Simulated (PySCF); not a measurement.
Computed IR spectrum (relative IR intensity) of a molecule C₅H₇O, multiplicity 2. Coordinates come from a PBE-D3(BJ)/def2-SVP optimisation. The values are those of a single conformer. Level of theory: PBE-D3(BJ)/def2-SVP (PySCF). Harmonic, unscaled wavenumbers; measured fundamentals usually lie a few per cent lower.

Lines under 2 % of the strongest are left out, and lines within 2 cm⁻¹ are merged.

```
ν (cm⁻¹)  relative intensity
--------  ------------------
69                       2.8
389                       11
438                      2.6
458                      2.7
707                      2.3
964                      5.1
1111                      36
1203                     3.2
1219                      12
1320                     3.6
1335                     4.2
1363                     3.5
1392                     3.8
1810                     100
2888                      15
2907                     6.7
2926                     2.6
2971                     9.3
2986                     2.6
3144                     5.5
```

Problem. Identify the compound among the candidates.
A. O=C1C[CH]CC1
B. O=C1[CH]CCC1
C. C[C]=CC(C)=O

Solution. A, O=C1C[CH]CC1
